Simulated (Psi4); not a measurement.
Complex: C2H2 (SMILES C#C) (first 4 atoms) with CO2 (SMILES O=C=O); geometry from B3LYP-D3(BJ)/def2-TZVP.
(charge 0, multiplicity 1):
```csv
atom,x (Å),y (Å),z (Å)
C,-0.6250,-0.1902,-0.0803
C,0.5217,0.1503,-0.1278
H,-1.6428,-0.4925,-0.0319
H,1.5400,0.4528,-0.1636
O,1.1788,0.3581,3.0911
C,0.0682,0.0271,3.1277
O,-1.0418,-0.3037,3.1825
```

Computed with SAPT0/jun-cc-pV(D+d)Z (Psi4).

Question: Give the four SAPT terms and the total, and say what mostly holds the pair together.

Answer: electrostatics -3.49, exchange 3.44, induction -0.35, dispersion -1.60, total -2.00 kcal/mol; the largest attraction is electrostatics.
